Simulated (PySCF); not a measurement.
## Simulated characterisation data

Theoretical values (PySCF): geometry: GFN2-xTB, GIAO PBE0/pcSseg-1 shieldings, J couplings at B3LYP/pcJ-1 (spin–dipole term left out of most H,H and C,H couplings). Non-relativistic, equivalent nuclei averaged, single conformer, no solvent.

Chemical shifts δ = σref − σ; ¹H, ¹³C against TMS, all at this level. Multiplet labels drop J under 1 Hz and among equivalent protons, and merge close values. Unscaled 3J(H,H) run several per cent high. Where no couplings were computed, multiplicities follow the n + 1 count of equivalent neighbours, and m marks all less simple cases (inequivalent or close neighbours, rings, F or P nearby). Acid and N–H amide carbonyl carbons lie up to 10 ppm further downfield in solution (hydrogen bonding). Shifts are as computed. Against solution values, carbons near 30 ppm lie about +3 ppm off and those near 130 ppm about +5 ppm. Of 1211 compounds with measured shifts, 218 miss one by over three times the rms of a fit or turn the order of signals round; such compounds aren't used in these exercises. Groups on amide-type nitrogens are kept apart (slow C–N rotation). OH and NH positions are gas-phase values without hydrogen bonding to other molecules.

**1.** SMILES c1c(C)[n+]([O-])ccc1, C$_{6}$H$_{7}$NO. ¹H NMR (600 MHz, computed): δ 8.44 (d, 1H), 7.43 (d, 1H), 7.30 (m, 1H), 6.98 (m, 1H), 2.53 (s, 3H). ¹³C{¹H} NMR (computed): δ 154.9 (C), 144.0 (CH), 131.8 (CH), 129.9 (CH), 124.4 (CH), 21.7 (CH3).

**2.** acrylamide (C=CC(N)=O, C$_{3}$H$_{5}$NO). ¹H NMR (600 MHz, computed): δ 6.93 (d, J = 17.7 Hz, 1H), 6.08 (d, J = 11.1 Hz, 1H), 5.96 (dd, J = 17.7, 11.1 Hz, 1H), 4.78 (br, 1H), 4.57 (br, 1H). ¹³C{¹H} NMR (computed): δ 165.3 (C), 138.4 (CH2), 135.1 (CH).
